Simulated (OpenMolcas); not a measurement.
**Ta4+: moving the ligands**

Ta4+ with 6 ligands (fluoride) in octahedral coordination (Oh) at 1.99 Å. A charge of +0.333 e stands 2.8 Å behind each ligand. Ligand basis ANO-RCC-VDZP.
```
Ta    0.0000    0.0000    0.0000
F     1.9900    0.0000    0.0000
F     0.0000    1.9900    0.0000
F    -1.9900    0.0000    0.0000
F     0.0000   -1.9900    0.0000
F     0.0000    0.0000    1.9900
F     0.0000    0.0000   -1.9900
```

```
Program             : OpenMolcas
Method              : CASSCF
Basis               : ANO-RCC-VDZP [7s6p4d2f1g]
Scalar Hamiltonian  : DKH2, point nucleus
Active space        : 1 electron in 5 orbitals (5d)
State averaging     : 2S+1 = 2 even, 5 roots
Spin-orbit coupling : state interaction with AMFI integrals over the reference wave functions
```

Runs around this geometry, states (labels of O, the rotations of Oh). Energies in cm-1 above the lowest state or level, χT in cm3 K/mol; under a threefold ground state the first gap can be a small split of the lowest multiplet, not the spin-orbit step; 10Dq is the gap between the two states.

```csv
R (Å),Ground state,First state of that spin,10Dq,First gap with spin-orbit (degeneracies),χT at 300 K
1.94,2T2,2E 39483,39483,"3956 (4, 2)",0.041
1.99,2T2,2E 35442,35442,"4005 (4, 2)",0.042
2.09,2T2,2E 28525,28525,"4117 (4, 2)",0.045
```

Taking |10Dq| as R^-n, n = -ln(28525 / 39483) / ln(2.09 / 1.94) = 4.4 between the shortest and longest distance. The point-charge formula for a cubic d site gives n = 5.

An orbital triplet at a regular site is open to Jahn-Teller coupling, which can distort the site and quench the lowest spin-orbit gaps and is left out. With metal d orbitals alone the field can be off either way by tens of per cent. Ligand-to-metal charge-transfer states are missing. The least metal-like active orbital is 75 % on the metal (Löwdin) and no ligand orbital is active, so the numbers are rough (holds for R = 1.94). The least metal-like active orbital is 77 % on the metal (Löwdin) and no ligand orbital is active, so the numbers are rough (holds for R = 1.99). The least metal-like active orbital is 79 % on the metal (Löwdin) and no ligand orbital is active, so the numbers are rough (holds for R = 2.09). No measured value stands beside these numbers; the geometry was imposed, not optimised, and the real ion may take another.
